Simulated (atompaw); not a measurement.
**PBE PAW (atompaw) dataset for osmium (Os), scalar-relativistic all-electron reference.**

Os, PAW, made with atompaw 4.2.0.5 (PBE, scalar-relativistic). Core [Kr] 4d10 4f14, reference 5s2 5p6 5d5 6s0 6p0 (charge +3). Waves: 5s (bound): rc 1.15 bohr; 6s (bound, empty): rc 1.75 bohr; 5p (bound): rc 1.90 bohr; 6p (bound, empty): rc 2.55 bohr; 5d (bound): rc 2.55 bohr; 5d channel at -1.65 Ry: rc 2.55 bohr. Local part: bessel scheme, radius 2.20 bohr. Core correction: smooth core density matched at 1.66 bohr. Augmentation charge: besselshape compensation charge, radius 1.95 bohr; PAW radius 2.55 bohr; waves and projectors: custom rrkj gramschmidtortho.

- Cutoffs needed: 35 Ry and 70 Ry (the cutoffs (Ry, on a coarse ladder) from which the occupation-weighted sum of valence levels, in a spherical-Bessel basis at the reference potential, stays within 10 and 1 mRy of its value at 400 Ry)
- Ghost test: no extra level below or beside the all-electron valence levels (s, p, d, f tested) (spherical-Bessel basis up to 400 Ry, 20 bohr box)
- Lowest eigenvalue of the overlap operator: 0.14 (s channel)
- Overlap eigenvalues printed by atompaw (projector basis): 0.0869, 0.143, 0.614, 2.37, 2.79, 21.3
- Share of each valence orbital outside the PAW sphere: 5s 0 %, 6s 42 %, 5p 0 %, 6p 67 %, 5d 8 %
